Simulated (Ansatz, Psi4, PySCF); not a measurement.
cyclopropene (C$_{3}$H$_{4}$), singlet, geometry from GFN2-xTB. Base run: WB97X/cc-pVDZ in PySCF.

Input for PySCF:
```python
from pyscf import gto, scf, dft

mol = gto.Mole()
mol.atom = '''
    C    -0.023980   -0.009884    0.852919
    C     0.014152   -0.642536   -0.506755
    C     0.013921    0.654107   -0.491735
    H     0.865702   -0.016920    1.474061
    H    -0.947157   -0.016654    1.423095
    H     0.028731   -1.565950   -1.030141
    H     0.028167    1.589403   -0.993590
'''
mol.basis = 'cc-pvdz'
mol.charge = 0
mol.spin = 0
mol.verbose = 4
mol.build()

mf = dft.RKS(mol)
mf.xc = 'wb97x'
mf.kernel()
```

The same geometry, method and basis name were run in Ansatz (a quantum-chemistry and plane-wave program) and Psi4 and PySCF, at each program's defaults and at the settings that a row names. The base is PySCF at its defaults. Differences at the defaults can come from grids, fitting, cores and function types together.

| code and settings | ΔE vs base (mEh) | basis functions | E (Eh) | SCF cycles | dipole (D) |
|---|---|---|---|---|---|
| PySCF, defaults (exact integrals, its default grid, spherical functions) | 0.000 | 62 | -116.59159 | 8 | 0.50 |
| Psi4, defaults (density fitting with its default set, its default grid, spherical functions) | -0.093 | 62 | -116.59168 | 7 | 0.50 |
| Ansatz, defaults (factorised integrals, its default grid, spherical functions) | 0.018 | 62 | -116.59157 | - | - |
| PySCF, density fitting with def2-universal-jkfit | -0.050 | 62 | -116.59164 | 8 | 0.50 |
| PySCF, fine grid | 0.012 | 62 | -116.59157 | 8 | 0.50 |
| Psi4, exact integrals, spherical functions, fine grid | 0.012 | 62 | -116.59157 | 10 | 0.50 |
| Ansatz, high accuracy | 0.012 | 62 | -116.59157 | - | - |
